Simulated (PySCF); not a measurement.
# Correlation energy of Cl (chlorine, neutral)

Starting occupation: [Ne] 3s2 3p5, 3p1/2 with m_j = -1/2, +1/2, 3p3/2 with m_j = -1/2, +1/2, +3/2. Computed with PySCF 2.14 in x2c-TZVPall-2c with one added diffuse shell each of s, p type (6s7p2d1f, 44 functions), with X2C-1e with screened-nucleus spin-orbit coupling, Gaussian nucleus. Frozen: [Ne]; 7 electrons correlated; the 6 highest virtual spinors left out.

MP2 pair energies summed by pair of shells (mhartree):

```csv
pair,energy,share (%)
3p-3p,-98.35,61.2
3p-3s,-53.35,33.2
3s-3s,-9.03,5.6
```

Total MP2 correlation energy: -160.73 mhartree.

The GHF reference relaxed away from the jj start to a determinant that is no pure jj level (⟨S²⟩ = 0.75, ⟨J²⟩ = 3.76); the energies belong to that determinant.
